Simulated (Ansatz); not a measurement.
C₅H₁₀O₃, SMILES `OCC1OCCCO1` at its PBE0-D4/def2-TZVP geometry, where that method's forces vanish. Total charge 0; spin multiplicity 1.

```json
{"atom": "O1", "x (Å)": "-1.121", "y (Å)": "1.258", "z (Å)": "2.265"}
{"atom": "C2", "x (Å)": "-1.200", "y (Å)": "0.143", "z (Å)": "1.412"}
{"atom": "C3", "x (Å)": "-1.050", "y (Å)": "0.579", "z (Å)": "-0.040"}
{"atom": "O4", "x (Å)": "-1.151", "y (Å)": "-0.480", "z (Å)": "-0.944"}
{"atom": "C5", "x (Å)": "-0.018", "y (Å)": "-1.330", "z (Å)": "-0.988"}
{"atom": "C6", "x (Å)": "1.239", "y (Å)": "-0.522", "z (Å)": "-1.238"}
{"atom": "C7", "x (Å)": "1.316", "y (Å)": "0.580", "z (Å)": "-0.203"}
{"atom": "O8", "x (Å)": "0.122", "y (Å)": "1.347", "z (Å)": "-0.210"}
{"atom": "H9", "x (Å)": "-0.436", "y (Å)": "1.832", "z (Å)": "1.903"}
{"atom": "H10", "x (Å)": "-2.186", "y (Å)": "-0.310", "z (Å)": "1.538"}
{"atom": "H11", "x (Å)": "-0.452", "y (Å)": "-0.614", "z (Å)": "1.681"}
{"atom": "H12", "x (Å)": "-1.866", "y (Å)": "1.263", "z (Å)": "-0.286"}
{"atom": "H13", "x (Å)": "-0.211", "y (Å)": "-2.039", "z (Å)": "-1.794"}
{"atom": "H14", "x (Å)": "0.076", "y (Å)": "-1.904", "z (Å)": "-0.056"}
{"atom": "H15", "x (Å)": "1.197", "y (Å)": "-0.080", "z (Å)": "-2.238"}
{"atom": "H16", "x (Å)": "2.123", "y (Å)": "-1.162", "z (Å)": "-1.182"}
{"atom": "H17", "x (Å)": "2.122", "y (Å)": "1.284", "z (Å)": "-0.415"}
{"atom": "H18", "x (Å)": "1.498", "y (Å)": "0.154", "z (Å)": "0.794"}
```

Q: For each bond, give half the difference of the two atoms' forces along it (eV/Å; positive pushes the atoms apart) under PBE-D4, r2SCAN-D4, B3LYP-D4, ωB97M-V in def2-TZVPP. (Estimate.)

A: The calculation gave: 
| bond | length (Å) | PBE-D4 | r2SCAN-D4 | B3LYP-D4 | ωB97M-V |
| --- | --- | --- | --- | --- | --- |
| O1–H9 | 0.964 | 0.42 | 0.00 | -0.05 | -0.11 |
| C2–C3 | 1.524 | -0.12 | -0.07 | 0.04 | 0.02 |
| C2–H10 | 1.092 | 0.08 | -0.07 | -0.16 | -0.13 |
| C2–H11 | 1.098 | 0.09 | -0.08 | -0.14 | -0.15 |
| C3–O4 | 1.396 | 0.27 | 0.19 | 0.18 | 0.13 |
| C3–H12 | 1.092 | 0.09 | -0.09 | -0.26 | -0.20 |
| O4–C5 | 1.417 | 0.30 | 0.26 | 0.24 | 0.18 |
| C5–H13 | 1.091 | 0.08 | -0.08 | -0.19 | -0.14 |
| C5–H14 | 1.099 | 0.07 | -0.07 | -0.12 | -0.13 |
| C6–C7 | 1.514 | -0.01 | 0.05 | 0.15 | 0.12 |
| C6–H15 | 1.093 | 0.10 | -0.05 | -0.10 | -0.11 |
| C6–H16 | 1.094 | 0.06 | -0.05 | -0.11 | -0.10 |
| C7–O8 | 1.419 | 0.32 | 0.27 | 0.24 | 0.18 |
| C7–H17 | 1.091 | 0.08 | -0.08 | -0.19 | -0.14 |

B3LYP here is the variant with VWN-RPA as its local correlation; programs differ in this.

Program: Ansatz 0.2.0.
